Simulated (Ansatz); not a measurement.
The cluster Pd4H3. The state is a doublet with charge 0. Geometry B3LYP-D4/def2-SVP; atoms count from 1.

Cartesian coordinates in Å:
```
Pd 1.277 0.175 0.998
Pd -1.298 1.104 0.640
Pd -0.782 -1.335 -0.510
Pd 0.426 0.948 -1.496
H -0.019 -0.592 -1.877
H 0.510 -1.175 0.482
H -0.113 0.876 1.763
```

In the def2 sets Pd takes a core potential; there is no spin–orbit coupling. The structure comes from a short search, and lower isomers may exist.

Q: Estimate the Mulliken populations from the PBE0/def2-TZVP orbitals of Ansatz.

A: 
```tsv
atom	charge (e)	spin (α − β)	d electrons
Pd1	-0.03	0.10	9.31
Pd2	-0.02	0.31	9.37
Pd3	-0.03	0.10	9.31
Pd4	-0.02	0.30	9.37
H5	0.00	0.10	–
H6	0.10	-0.01	–
H7	0.00	0.10	–
```
Mulliken values depend strongly on the basis.

Q: Where does the spin sit?

A: Summed by element: Pd 0.81, H 0.19, of 1 unpaired in all. Largest on single atoms: Pd2 0.31, Pd4 0.30, H7 0.10.

Q: And the Mayer bond orders between heavy atoms (over 0.3)?

A: Pd1–Pd2 0.36 (2.76 Å); Pd1–Pd3 0.32 (2.97 Å); Pd1–Pd4 0.42 (2.75 Å); Pd2–Pd3 0.42 (2.75 Å); Pd2–Pd4 0.45 (2.75 Å); Pd3–Pd4 0.36 (2.77 Å).
